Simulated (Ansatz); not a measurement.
The lowest singlet and triplet of CHBr (SMILES [CH]Br); geometries from B3LYP-D3(BJ)/def2-TZVP, each state relaxed from the structure named, with no frequency check.
Singlet (charge 0, multiplicity 1):
```xyz
3

C     -1.4277     0.6063     0.0000
Br     0.3028    -0.0947     0.0000
H     -2.0332    -0.3225     0.0000
```
Triplet (charge 0, multiplicity 3):
```json
[
 {"atom": "C", "x (Å)": "-1.4461", "y (Å)": "0.3920", "z (Å)": "0.0000"},
 {"atom": "Br", "x (Å)": "0.3135", "y (Å)": "-0.0591", "z (Å)": "0.0000"},
 {"atom": "H", "x (Å)": "-2.2943", "y (Å)": "-0.2828", "z (Å)": "0.0000"}
]
```

A positive gap puts the triplet lower; no zero-point energy. R- takes a restricted singlet. The triplet is unrestricted in single-reference levels. Active spaces average the two states.

Cores are frozen in the correlated methods. Filled d and f shells under p-block atoms count as core.

Codes used: Ansatz (Gaussian orbitals). Values without a source in brackets are computed.

Task: One of these levels gives -0.134 eV for the gap E(singlet) − E(triplet), adiabatic. Which?
(A) SA-CASSCF(2,2)/cc-pVQZ
(B) R-B2PLYP/def2-TZVPP
(C) R-SCS-MP2/cc-pVTZ
(D) R-CCSD/cc-pVTZ

Result: B, R-B2PLYP/def2-TZVPP. The others give -0.247 (R-SCS-MP2/cc-pVTZ), -0.101 (R-CCSD/cc-pVTZ), 0.165 (SA-CASSCF(2,2)/cc-pVQZ)

Doubts at one or more of the structures used: a restricted determinant that unrestricted orbitals would lower (R-B2PLYP/def2-TZVPP, R-SCS-MP2/cc-pVTZ, R-CCSD/cc-pVTZ).

Ansatz is a program for electronic structure.
